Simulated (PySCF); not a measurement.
**Adding and removing an electron: NaBi**

ROHF-CCSD(T); Na def2-SVPD, Bi def2-SVPD with ECP60; scalar-relativistic core potentials (PySCF 2.14). Neutral (ROHF): triplet (π ↑↑), Re = 3.061 Å, ωe = 177 cm⁻¹, De = 0.87 eV.

NaBi⁺ (UHF): quartet (σ ↑, π ↑↑), Re = 3.503 Å, ωe = 91.1 cm⁻¹. The energies at the minima are -375.49283 hartree for NaBi and -375.29241 for NaBi⁺.

(1) Work out the adiabatic ionisation energy, without and with harmonic zero-point energies (1 hartree = 27.2114 eV, 1 eV = 8065.5 cm⁻¹), and the change of the bond length.

Correlated steps freeze 5 core orbitals. UHF and ROHF references stand side by side, which adds small steps between rows. Correlated levels converge slowly with the basis: in double zeta they bind strong bonds too weakly, by up to about 1 eV, and carry superposition errors of some tenths. These are scalar-relativistic numbers at best; spin–orbit coupling would shift them, the dissociation energy most. States were picked by a PBE0 search and need not be the measured ground states.

Neutral and ion stand on different kinds of reference determinant, which adds to the error of the difference.

Answers

(1) At CCSD(T): 0.20042 hartree = 5.454 eV between the minima; the zero-point term (91.1 − 177.0)/2 cm⁻¹ = -0.005 eV makes it 5.448 eV. Re changes by +44.2 pm against the neutral. The electron leaves a σ orbital, and the ion is left as a loose complex of an ion and an atom.
